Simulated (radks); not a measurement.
Values are calculated unless marked as measured or tabulated.
Task: These are the eigenvalues of the occupied orbitals of an atom or ion with whole-number occupations (Ry). Level of theory: Dirac Kohn-Sham, LDA (Slater exchange, Perdew-Wang correlation), spin-unpolarised, spherical densities, finite nucleus; Fermi nuclear charge, rms radius of each element as measured or else 0.836 A^(1/3) + 0.57 fm (a radial shooting solver on a logarithmic mesh with Libxc functionals).

orbital  eigenvalue
1s1/2     -6458.910
2s1/2     -1299.367
2p1/2     -1255.969
2p3/2     -1103.915
3s1/2     -441.2460
3p1/2     -422.0555
3p3/2     -386.9563
3d3/2     -355.8709
3d5/2     -348.2643
4s1/2     -211.7757
4p1/2     -203.4270
4p3/2     -191.6782

Which element is it, and in what charge state? The configuration may be excited. Open shells, if any, fill j = l - 1/2 first.

Result: Z = 81, thallium, charge +48: Tl48+ in [Ar] 3d10 4s2 4p3. The list shows which subshells hold electrons but not how many an open one holds; the 1s level, -3229.5 hartree, gives Z - s = 80.4 by -(Z - s)^2/2, which with screening and relativity narrows Z to a few neighbours, and the depths of the outer levels then fix element, charge and occupations together.
